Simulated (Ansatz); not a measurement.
`[F][Ti]([F])([F])[Cl]` + HI → `[F][Ti]([F])([Cl])[I]` + H–F at 700 K and 1 bar (ligand exchange at a Ti–F bond).

Gas-phase electronic energies from Ansatz, PBE0-D4/def2-TZVP geometries. CBS: MP2 limit from def2 TZ/QZ plus the TZ coupled-cluster correction, frozen cores. This one scheme is used for every species. def2 core potentials past Kr. For I, Ti outer-core shells are correlated without core-valence functions, which leaves a few kJ/mol of doubt a bond. Scalar relativity is left out up to krypton.

| species | CCSD(T)/CBS energy (Eh) | H − E (kJ/mol) | S (J/(mol·K)) |
| --- | --- | --- | --- |
| `[F][Ti]([F])([F])[Cl]` | -1608.34854 | 80.2 | 410.7 |
| HI | -298.03592 | 34.6 | 231.7 |
| `[F][Ti]([F])([Cl])[I]` | -1805.98222 | 79.0 | 454.6 |
| H–F | -100.39570 | 45.2 | 198.5 |

H − E and S are ideal-gas, rigid-rotor, harmonic terms from PBE0-D4/def2-TZVP. 1 Eh = 2625.50 kJ/mol, R = 8.31446 J/(mol·K).

**Question.** By hand: ΔE, ΔH, ΔS and ΔG.

**Answer.** ΔE = (-1805.98222) + (-100.39570) − (-1608.34854) − (-298.03592) = 0.00654 Eh = 17.2 kJ/mol. Δ(H − E) = 79.0 + 45.2 − 80.2 − 34.6 = 9.4, so ΔH = 26.6 kJ/mol. ΔS = 454.6 + 198.5 − 410.7 − 231.7 = 10.7 J/(mol·K). ΔG = 26.6 − 700 × (10.7)/1000 = 19.1 kJ/mol.

**Question.** By hand: the equilibrium constant, and the temperature at which ΔG would vanish if ΔH and ΔS stayed fixed.

**Answer.** log₁₀ K = −ΔG/(RT ln 10) = -1.4. ΔG = 0 at ΔH/ΔS = 2486 K, though so small a ΔS makes that figure unsure.

The number of gas molecules stays the same, so ΔS is small and ΔH decides. A doubt of 5 kJ/mol in ΔE shifts log₁₀ K by 0.4 here. These are equilibria of isolated gas molecules and say nothing of rates. Largest T1 diagnostic: 0.024 (customary marks: 0.02 for closed shells, 0.045 for open ones).
